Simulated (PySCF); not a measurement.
Point-charge models of `O=CN[C@@H]1CC[C@H]1F` against its computed dipole.

Coordinates (GFN2-xTB, Å) and charges (e) from the PBE0/pcSseg-1 density (PySCF):

```
atom       x       y       z  Mulliken      IAO  Hirshfeld  ESP-fitted
  O1   2.806  -1.312   0.293   -0.4295  -0.4793    -0.2811     -0.5201
  C2   2.619  -0.166  -0.018   +0.4174  +0.3081    +0.1320     +0.5305
  N3   1.409   0.422  -0.148   -0.4596  -0.3378    -0.1032     -0.7724
  C4   0.180  -0.276   0.091   -0.1073  -0.0403    +0.0150     +0.5190
  C5  -0.866  -0.314  -1.044   -0.1435  -0.2800    -0.0742     -0.2815
  C6  -1.960   0.024  -0.018   -0.2340  -0.2949    -0.0807     -0.1449
  C7  -0.868   0.412   0.985   +0.2694  +0.1752    +0.0603     +0.1227
  F8  -1.005  -0.108   2.244   -0.3221  -0.3162    -0.1195     -0.2653
  H9   3.441   0.540  -0.238   +0.0688  +0.1011    +0.0456     +0.0270
 H10   1.349   1.389  -0.428   +0.1899  +0.2666    +0.1353     +0.3546
 H11   0.444  -1.267   0.466   +0.1511  +0.1810    +0.0508     +0.0432
 H12  -0.966  -1.260  -1.568   +0.1427  +0.1498    +0.0474     +0.0842
 H13  -0.708   0.483  -1.768   +0.1081  +0.1363    +0.0387     +0.0873
 H14  -2.664   0.806  -0.287   +0.1318  +0.1437    +0.0437     +0.0674
 H15  -2.505  -0.853   0.321   +0.1380  +0.1570    +0.0490     +0.0857
 H16  -0.715   1.489   1.105   +0.0788  +0.1298    +0.0404     +0.0626
```

Compute μ = Σ q r for each scheme (1 e·Å = 4.803 D) and compare with the dipole of the full density.

The full density gives (-1.77, 3.60, -2.50) D, 4.73 D in size; dipole vectors point from the negative to the positive end.

| scheme | μx | μy | μz | size (D) | share of the full size (%) | angle to the full dipole (°) |
| --- | --- | --- | --- | --- | --- | --- |
| Mulliken | -2.47 | 2.89 | -3.49 | 5.17 | 109 | 16 |
| IAO | -1.72 | 4.23 | -3.44 | 5.72 | 121 | 6 |
| Hirshfeld | -1.32 | 2.49 | -1.62 | 3.25 | 69 | 2 |
| ESP-fitted | -1.77 | 3.61 | -2.53 | 4.75 | 100 | 0 |

Which set comes closest?

Length of the difference vector: ESP-fitted 0.03 D, IAO 1.13 D, Mulliken 1.41 D, Hirshfeld 1.49 D. Closest: ESP-fitted. The schemes that divide the density aren't constrained to reproduce the dipole.

What is left for the Hirshfeld atoms' own dipoles?

The Hirshfeld atoms' densities add up to the full density, so μ = Σ q r + Σ (atomic dipoles). The atomic dipoles sum to (-1.77, 3.60, -2.50) − (-1.32, 2.49, -1.62) = (-0.45, 1.11, -0.88) D, 1.49 D in size.

With the origin at the mean of the coordinates, (0.000, 0.001, -0.001) Å, which are the largest single terms, by size, of the IAO dipole along the direction of the full one?

O1 +5.08, C2 -1.63, F8 +1.35, H14 +1.22, H11 -1.20 D; all 16 atoms together +5.69 D. The single terms depend on the origin, their sum doesn't.

Give the size of the full dipole in other units.

4.73 D = 1.861 au = 0.985 e·Å = 15.78 × 10⁻³⁰ C·m.

The structure is a single GFN2-xTB conformer in the gas phase; no vibrational or solvent corrections.

The values belong to the conformer `[O:1]=[CH:2][NH:3][C@@H:4]1[CH2:5][CH2:6][C@H:7]1[F:8]`: O1–C2–N3–C4 1°, C2–N3–C4–C5 -124°.
